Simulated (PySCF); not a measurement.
Iridium: a sound run and one with changed settings

Sound run: Ir [Xe] 4f14 5d7 6s2, Ir⁺ [Xe] 4f14 5d7 6s1. Calculation: PySCF 2.14, in cc-pVDZ-PP with ECP60MDF; scalar relativity through the core potential. In the sound run the correlated levels freeze 5s2 5p6 outside the core potential. The sound run starts from symmetry-adapted Hartree-Fock orbitals and uses a fine grid where one is needed.

Changed run: all electrons correlated in a basis built for the valence shell.

```tsv
species	method	sound run (hartree)	changed run (hartree)	converged
Ir	MP2	-103.81111	-103.97938	yes
Ir⁺	MP2	-103.50007	-103.66047	yes
```

Ionisation energy of Ir:

```
 method  sound run (eV)  changed run (eV)
    UHF           7.100             7.100
    MP2           8.464             8.678
SCS-MP2           8.600             8.708
```

A valence basis has no tight correlating functions, so it recovers only part of the core correlation, and not evenly between atom and ion.

For comparison, NIST gives 8.967 eV between the lowest levels.
